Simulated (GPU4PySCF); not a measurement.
BCzBN core (C30H17BN2), SMILES c12c3B4c5c6n(c7ccccc7c6ccc5)-c5c4c(ccc5)-n1c1c(c2ccc3)cccc1. Heavy atoms are numbered as in [cH:1]1[cH:2][c:3]2[c:4]3[c:5]([cH:6]1)-[n:7]1[c:8]4[cH:9][cH:10][cH:11][cH:12][c:13]4[c:14]4[cH:15][cH:16][cH:17][c:18]([c:19]14)[B:20]3[c:21]1[cH:22][cH:23][cH:24][c:25]3[c:26]4[cH:27][cH:28][cH:29][cH:30][c:31]4[n:32]-2[c:33]13. Hydrogens are named by the atom that carries them.

Geometry: ωB97X-D3(BJ)/def2-SVP.

Calculation: PBE0/def2-SVP in GPU4PySCF.

ESP charges are fitted to the potential on shells at 1.4 to 2.0 van der Waals radii. Atomic charges (e), one atom of each kind:

| atom | Löwdin | RESP (one stage) | IAO | ESP fit |
|---|---|---|---|---|
| C1 (CH) | 0.00 | -0.17 | -0.11 | 0.02 |
| C2 (CH) | -0.07 | -0.12 | -0.20 | -0.38 |
| C3 | 0.07 | 0.02 | 0.13 | 0.40 |
| C4 | -0.07 | 0.00 | -0.16 | -0.38 |
| N7 | 0.04 | 0.01 | -0.07 | -0.29 |
| C8 | 0.04 | 0.06 | 0.08 | 0.25 |
| C9 (CH) | -0.05 | -0.14 | -0.18 | -0.27 |
| C10 (CH) | -0.03 | -0.15 | -0.14 | -0.11 |
| C11 (CH) | -0.04 | -0.14 | -0.16 | -0.16 |
| C12 (CH) | -0.02 | -0.15 | -0.14 | -0.14 |
| C13 | -0.04 | 0.02 | -0.03 | -0.01 |
| C14 | -0.04 | -0.02 | -0.04 | -0.10 |
| C15 (CH) | -0.01 | -0.14 | -0.13 | -0.10 |
| C16 (CH) | -0.05 | -0.15 | -0.16 | -0.19 |
| C17 (CH) | 0.00 | -0.17 | -0.11 | -0.09 |
| C18 | -0.07 | -0.02 | -0.14 | -0.23 |
| C19 | 0.06 | 0.05 | 0.11 | 0.28 |
| B20 | -0.09 | 0.03 | 0.12 | 0.31 |
| H on C1 | 0.04 | 0.15 | 0.15 | 0.12 |
| H on C2 | 0.03 | 0.11 | 0.15 | 0.17 |
| H on C9 | 0.04 | 0.13 | 0.15 | 0.17 |
| H on C10 | 0.04 | 0.13 | 0.15 | 0.13 |
| H on C11 | 0.04 | 0.12 | 0.15 | 0.13 |
| H on C12 | 0.04 | 0.13 | 0.15 | 0.14 |
| H on C15 | 0.04 | 0.14 | 0.15 | 0.14 |
| H on C16 | 0.03 | 0.13 | 0.15 | 0.13 |
| H on C17 | 0.03 | 0.13 | 0.14 | 0.13 |

Question: Give the Mayer and Wiberg (Löwdin basis) orders of the bonds. (Estimate from the structure and the level; the computed values follow.)

Answer: 
```
bond     Mayer  Wiberg
-------  -----  ------
C1–C2     1.38    1.46
C2–C3     1.34    1.39
C3–C4     1.27    1.30
C4–C5     1.27    1.30
C1–C6     1.38    1.46
C5–C6     1.34    1.39
C5–N7     1.04    1.15
N7–C8     1.02    1.12
C8–C9     1.34    1.40
C9–C10    1.40    1.48
C10–C11   1.37    1.44
C11–C12   1.40    1.49
C8–C13    1.30    1.28
C12–C13   1.38    1.39
C13–C14   1.09    1.11
C14–C15   1.39    1.42
C15–C16   1.34    1.44
C16–C17   1.40    1.48
C17–C18   1.26    1.37
N7–C19    1.10    1.16
C14–C19   1.26    1.26
C18–C19   1.31    1.33
C4–B20    1.13    1.10
C18–B20   1.10    1.07
B20–C21   1.10    1.07
C21–C22   1.26    1.37
C22–C23   1.40    1.48
C23–C24   1.34    1.44
C24–C25   1.39    1.42
C25–C26   1.09    1.11
C26–C27   1.38    1.39
C27–C28   1.40    1.49
C28–C29   1.37    1.44
C29–C30   1.40    1.48
C26–C31   1.30    1.28
C30–C31   1.34    1.40
C3–N32    1.04    1.15
C31–N32   1.02    1.12
C21–C33   1.31    1.33
C25–C33   1.26    1.26
N32–C33   1.10    1.16
```
